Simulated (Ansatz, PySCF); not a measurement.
C₃H₉NSe, SMILES CC(C)[Se]N.

Geometry optimised at ωB97X-D3(BJ)/def2-SVP. Other conformers were not sampled.

Vertical ionisation energy (IE) and electron affinity (EA) in eV. Rows of orbital energies are one-electron estimates. Where ΔSCF, EOM or ADC give a negative EA the extra electron is unbound and the value depends on the basis.

```tsv
level	IE	EA
−ε(HOMO), −ε(LUMO), r2SCAN/def2-TZVP (PySCF)	5.27	0.57
ΔSCF, CAM-B3LYP/def2-SVPD (Ansatz), final states of multiplicity 2 and 2	(withheld)	(withheld)
```

**Question.** Some entries are withheld; supply them. (An estimate is asked for; the answer gives what the named calculation found.)

**Answer.** 
- ΔSCF, CAM-B3LYP/def2-SVPD (Ansatz, an electronic-structure program), final states of multiplicity 2 and 2, IE: 8.48
- ΔSCF, CAM-B3LYP/def2-SVPD (Ansatz), final states of multiplicity 2 and 2, EA: -1.20

**Question.** What vertical singlet–triplet gap does ΔSCF give with CAM-B3LYP/def2-SVPD (Ansatz)? (Estimate from the structure and the level; the computed values follow.)

**Answer.** 4.25 eV (triplet above singlet where positive).
